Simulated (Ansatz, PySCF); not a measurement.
Reaction (SMILES): C#C[Si](C#C)(C#C)C#C + 4 C (CH4) + 3 [SiH4] (SiH4) → 4 C#C (C2H2) + 4 C[SiH3]
Each molecule is optimised on its own at B3LYP-D3(BJ)/def2-TZVP (Ansatz, an electronic-structure program). Frequencies are from Ansatz or PySCF.

Wanted: bond separation energy (enthalpy at 298 K, with B3LYP-D3(BJ) rigid-rotor harmonic-oscillator terms), in eV. Cores are frozen in the correlated levels unless marked. Spin-orbit coupling is left out. Non-relativistic. CBS marks a two-point X^-3 extrapolation of the correlation energy; Hartree-Fock from the larger set. The bracket is a focal-point correction in the basis named.

Level to compare with: RI-MP2/CBS(cc-pV(T+d)Z,cc-pV(Q+d)Z)+[CCSD(T)-MP2]/cc-pV(T+d)Z (Ansatz), 1.81 eV. It is a level with limits of its own, and the differences hold the functionals' basis error too.

Question: Rank these functionals by how close they come to RI-MP2/CBS(cc-pV(T+d)Z,cc-pV(Q+d)Z)+[CCSD(T)-MP2]/cc-pV(T+d)Z, closest first: revPBE/def2-TZVPD (Ansatz); HSE06/def2-TZVPD (Ansatz); SVWN5/def2-TZVPD (Ansatz).

Answer: revPBE/def2-TZVPD (GGA, 1.75 eV, difference -0.06), HSE06/def2-TZVPD (screened hybrid, 1.69 eV, difference -0.12), SVWN5/def2-TZVPD (LDA, 1.61 eV, difference -0.20)
